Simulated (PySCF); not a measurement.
AlClH2Se2.

```xyz
6

Al     0.0000     0.0000     0.4074
Cl     0.0000     0.0000     2.5124
Se     0.0000     2.0588    -0.6475
H      0.0000     1.4437    -1.9901
Se     0.0000    -2.0588    -0.6475
H      0.0000    -1.4437    -1.9901
```
Charge 0, spin multiplicity 1.

Geometry optimised at B3LYP-D3(BJ)/def2-SVP. The structure was generated by enumeration; whether it is a known compound was not checked. The values are those of a single conformer.

The numbers are results of PBE/pcSseg-1 in PySCF, not measurements. Non-relativistic, no solvent.

Computed absolute GIAO shielding of each atom: isotropic value and principal components (ppm):
```
atom  σ(iso)     σ11     σ22     σ33   span
----  ------  ------  ------  ------  -----
Al1    320.9   277.2   327.5   358.0   80.8
Cl2    854.1   727.1   861.8   973.4  246.4
Se3   1993.8  1886.2  1928.1  2167.0  280.8
H4      30.6    20.8    27.7    43.3   22.5
Se5   1993.8  1886.2  1928.1  2167.0  280.8
H6      30.6    20.8    27.7    43.3   22.5
```
